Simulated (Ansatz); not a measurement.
Ideal-gas functions of CH₅NSn (`C=[N][SnH3]`) at 800 K and 1 bar, from an Ansatz frequency run at PBE0-D4/def2-TZVP.

Molar mass 149.77 g/mol, point group Cs (symmetry number 1), electronic degeneracy 1, moments of inertia 15.497, 151.087, 158.64 u Å². Harmonic wavenumbers (cm⁻¹, unscaled): 122, 228, 414, 473, 547, 601, 685, 706, 716, 1111, 1209, 1510, 1739, 1908, 1963, 1964, 2945, 3031.

Use S(trans) = R[1.5 ln M + 2.5 ln T − 1.1517]; rotational temperatures θ = 24.2544 K / I; S(rot) = R[ln(√π/σ · √(T³/θAθBθC)) + 1.5]; for each mode x = 1.438777 ν̃/T, S = R[x/(eˣ − 1) − ln(1 − e⁻ˣ)] and H = RT x/(eˣ − 1); 1 cm⁻¹ = 0.0119627 kJ/mol; R = 8.31446 J/(mol·K).

Question: By hand: the entropy, in J/(mol·K).

Answer: Translation 191.8. Rotation: θ = 1.5651, 0.1605, 0.1529 K, giving 114.1. Vibration, mode by mode: 20.94, 15.78, 10.96, 9.91, 8.78, 8.06, 7.09, 6.87, 6.76, 3.82, 3.32, 2.17, 1.56, 1.23, 1.13, 1.13, 0.26, 0.23, in all 110.0. Electronic 0.0. Sum 415.9 J/(mol·K).

Question: By hand: H − E and G − E in kJ/mol, counted from the electronic energy.

Answer: Zero-point energy ½ × 21872 × 0.0119627 = 130.8; thermal vibration 46.3; translation, rotation and pV give 4 RT = 26.6. H − E = 203.7 kJ/mol, and G − E = 203.7 − 800 × 415.9/1000 = -129.0 kJ/mol.

Vibration gives 26 % of the entropy, 20.9 J/(mol·K) of it from the mode under 150 cm⁻¹: soft modes count most, and the harmonic formula is weakest for them.
